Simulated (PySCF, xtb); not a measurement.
SnHF₂Cl, SMILES [F][SnH]([Cl])[F].

Harmonic wavenumbers (cm⁻¹) from GFN2-xTB (xtb) at its own minimum, in rising order: 106, 109, 120, 309, 382, 394, 394, 427, 1448.

Q: What does r2SCAN-D4/def2-SVP (PySCF) give at its own minimum? (An estimate is asked for; the answer gives what the named calculation found.)

A: 134, 157, 180, 395, 535, 540, 651, 661, 1982. Paired by order, the mean absolute difference is 172 cm⁻¹ and the zero-point energies are 5.3 and 7.5 kcal/mol.
